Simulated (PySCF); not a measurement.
A mixed set of molecules. Level of theory: TDDFT wB97X-D/def2-SVPD, vertical, gas phase, core orbitals frozen in the response (PySCF). Geometries: PBE0-D3(BJ)/def2-SVP; one conformer of each isolated species. Triplets are in the Tamm–Dancoff approximation.

Question: Rank by computed lowest singlet excitation energy, highest first.
A. `C(CNC)=C`
B. `C#CBOC`
C. `CCO[SiH2]C`
D. `[H][Si]([H])([H])OC(C)C`

Answer: C (7.45 eV), D (7.28 eV), A (6.11 eV), B (5.10 eV).

```tsv
SMILES	S1 (eV)	f (S1)	LUMO (eV)	T1 (eV)	HOMO (eV)	S1 mainly
CCO[SiH2]C	7.45	0.005	2.30	–	-9.79	H→L+1 (73%)
[H][Si]([H])([H])OC(C)C	7.28	0.001	2.04	7.01	-9.92	H→L (86%)
C=CCNC	6.11	0.011	2.03	4.52	-8.40	H→L (90%)
C#CBOC	5.10	0.000	0.50	4.59	-10.15	H→L (96%)
```

H and L stand for HOMO and LUMO; a dash means that no computed state gives the value.

- `CCO[SiH2]C`: Löwdin shares by element: HOMO oxygen 49%, carbon 12% or more, silicon 12%, hydrogen 7% or more (atoms not listed hold the other 21%); LUMO silicon 38%, carbon 15% or more, hydrogen 12% or more (atoms not listed hold the other 36%).
- `[H][Si]([H])([H])OC(C)C`: Löwdin shares by element: HOMO oxygen 48%, carbon 19% or more, silicon 12% (atoms not listed hold the other 22%); LUMO silicon 30%, hydrogen 17% or more, carbon 8% or more (atoms not listed hold the other 44%).
- `C=CCNC`: Löwdin shares by element: HOMO nitrogen 58%, carbon 20% or more, hydrogen 5% or more (atoms not listed hold the other 17%); LUMO carbon 73% or more, hydrogen 6% or more (atoms not listed hold the other 21%).
- `C#CBOC`: Löwdin shares by element: HOMO carbon 82% or more, boron 7%, hydrogen 4% or more; LUMO carbon 46% or more, boron 28%, oxygen 14%.
